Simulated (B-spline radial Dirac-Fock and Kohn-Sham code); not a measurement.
# Run log: Yb

ΔSCF core binding energies without Breit or QED terms, calculated with a radial atomic solver. Keys: rel is the Hamiltonian (dirac, or spin-free x2c and nr, where L3 and M5 stand for the whole 2p and 3d shells), method is hf or an exchange,correlation pair (spin-unpolarised, also for the hole states), nuc the nuclear model, radius_factor scales its radius, rmax is the box in bohr, h the logarithmic mesh step, order the B-spline order, points the quadrature points per cell, c_factor scales the speed of light, and damp, ndamp, maxit and tol steer the iteration. The run stops when the commutator error falls below 10·tol·max(1, Z/10), or the numerical noise floor, and the energy has settled to about 1e-8 Ha; the virial ratio is −V/T.

Input (task.json):

```json
{"items": [{"Z": 70, "q": 0, "cfg": [[1, 0, 2], [2, 0, 2], [2, 1, 6], [3, 0, 2], [3, 1, 6], [3, 2, 10], [4, 0, 2], [4, 1, 6], [4, 2, 10], [4, 3, 14], [5, 0, 2], [5, 1, 6], [6, 0, 2]], "A": 174, "rrms": 5.3108, "do": "settings", "holes": ["K", "L3", "M5"],
  "settings": [{"rel": "dirac", "method": "hf", "nuc": "fermi", "radius_factor": 1.0, "rmax": 45.0, "h": 0.3, "order": 8, "points": 10, "c_factor": 0.2378, "maxit": 71, "damp": 0.5, "ndamp": 3, "tol": 1e-08}]}]}
```

Command: `python xray2_run.py task.json out`

Ground-state iterations:

```
iter   energy (Ha)        error
   1   -16394.45880423  2.52e+01
   2   -21573.36034608  8.87e+01
   3   -22352.63238600  3.41e+01
   4   -22413.88902272  1.27e+01
   5   -22358.07840869  3.91e+00
   6   -22385.15557618  1.67e+00
   7   -22378.19520061  1.41e+00
   8   -22420.18613507  6.33e-01
   9   -22360.74638010  1.06e+00
  10   -22423.90174976  4.46e-01
  11   -22426.45464532  3.19e-01
  12   -22410.82821910  5.06e-01
  13   -22429.10263878  7.19e-02
  14   -22410.53535870  5.04e-01
  15   -22410.85375742  4.98e-01
  23   -22429.42081756  2.47e-02
  31   -22429.45352980  1.46e-03
  38   -22429.45368262  5.45e-07
```

The ground state converged in 38 iterations, with total energy -22429.45368 Ha, virial ratio 1.07417 and highest orbital energy -1.46 eV. ΔSCF binding energies: K (1s) 33369.4 eV, L3 (2p3/2) 9470.0 eV, M5 (3d5/2) 1132.9 eV.

Task: One setting is unsound. Which, and why?

Result: c_factor makes c so small that Zα exceeds 1, so any numbers that come out have no meaning. With the default settings (Dirac Hartree-Fock): The ground state converged in 15 iterations, with total energy -14067.62735 Ha, virial ratio 1.90056 and highest orbital energy -5.35 eV. ΔSCF binding energies: K (1s) 61618.1 eV, L3 (2p3/2) 8965.4 eV, M5 (3d5/2) 1528.7 eV.
